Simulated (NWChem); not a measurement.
# ZnHOCl; SMILES [OH][Zn][Cl]

```xyz
4

Zn    -0.2365     0.3234     0.0000
Cl     0.1143    -1.7396     0.0000
O     -0.6878     2.0134     0.0000
H      0.0519     2.6383     0.0000
```
Atoms are numbered in this order, from 1.

Coordinates come from a B3LYP/6-31G* (spherical d) optimisation.

Question: Give the principal values of the shielding tensors (ppm) of Zn1, Cl2, O3 from Hartree-Fock/6-31G* (spherical d), GIAO (NWChem), with their diamagnetic and paramagnetic parts as GIAO splits them.

Answer: 
```tsv
atom	σ11	σ22	σ33	isotropic	diamagnetic	paramagnetic
Zn1	1684.9	1700.6	2522.9	1969.5	2517.1	-547.6
Cl2	1120.6	1135.9	1154.5	1137.0	1148.0	-11.0
O3	351.8	353.5	370.4	358.6	390.0	-31.5
```
